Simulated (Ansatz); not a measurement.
Mulliken charges of C3H4BF (`BC1=CC1F`) from ωB97M-V/def2-TZVPP in Ansatz (PBE0-D4/def2-TZVP geometry).

```json
{"atom": "B1", "x (Å)": "-0.488", "y (Å)": "1.180", "z (Å)": "-1.057", "charge (e)": "-0.187"}
{"atom": "C2", "x (Å)": "-0.291", "y (Å)": "-0.033", "z (Å)": "-0.200", "charge (e)": "0.040"}
{"atom": "C3", "x (Å)": "-0.374", "y (Å)": "-1.239", "z (Å)": "0.305", "charge (e)": "-0.151"}
{"atom": "C4", "x (Å)": "0.625", "y (Å)": "-0.439", "z (Å)": "0.938", "charge (e)": "0.070"}
{"atom": "F5", "x (Å)": "1.954", "y (Å)": "-0.673", "z (Å)": "0.662", "charge (e)": "-0.226"}
{"atom": "H6", "x (Å)": "-1.452", "y (Å)": "1.871", "z (Å)": "-0.912", "charge (e)": "0.088"}
{"atom": "H7", "x (Å)": "0.361", "y (Å)": "1.486", "z (Å)": "-1.839", "charge (e)": "0.093"}
{"atom": "H8", "x (Å)": "-0.788", "y (Å)": "-2.225", "z (Å)": "0.170", "charge (e)": "0.175"}
{"atom": "H9", "x (Å)": "0.543", "y (Å)": "0.027", "z (Å)": "1.916", "charge (e)": "0.098"}
```

Q: By hand: the dipole of these point charges (1 e Å = 4.8032 D).

A: Σ q r = (-0.441, 0.003, 0.026) e Å, of length 0.442 e Å = 2.12 D.

Q: How does the dipole of the full density compare? (Best estimate.)

A: The calculation gave: (-0.371, -0.047, 0.047) e Å, 1.81 D; the point charges give 1.17 times that, at 8° from its direction.

Point charges leave out the atoms' own dipoles, such as those of lone pairs, and Mulliken's split depends on the basis, so the two needn't agree.
